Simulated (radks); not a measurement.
Results of a calculation; reference values are marked as such.
Q: All-electron atom: the potassium ion K2.5+ in [Ne] 3s2 3p(up 2.25, down 2.25) (fractional occupations, a model configuration). Code: a radial shooting solver on a logarithmic mesh with Libxc functionals. Model: scalar-relativistic Kohn-Sham, r2SCAN, spin-polarised, spherical densities, finite nucleus; meta-GGA in the generalised Kohn-Sham scheme; Fermi nuclear charge, rms radius 3.4349 fm. Some entries of the table are withheld. Estimate them.

orbital  occ.  eigenvalue (eV)  <1/r> (bohr^-1)  r(max) (bohr)
1s          2        -3572.715              (1)            (2)
2s          2              (3)            3.819            (4)
2p          6              (5)            3.707            (6)
3s          2         -65.5338            1.136          1.059
3p        4.5         -47.3282            1.024          1.120

A: 
(1) 1s <1/r> (bohr^-1): 18.71
(2) 1s r(max) (bohr): 0.05303
(3) 2s eigenvalue (eV): -392.2762
(4) 2s r(max) (bohr): 0.3175
(5) 2p eigenvalue (eV): -316.7944
(6) 2p r(max) (bohr): 0.2626
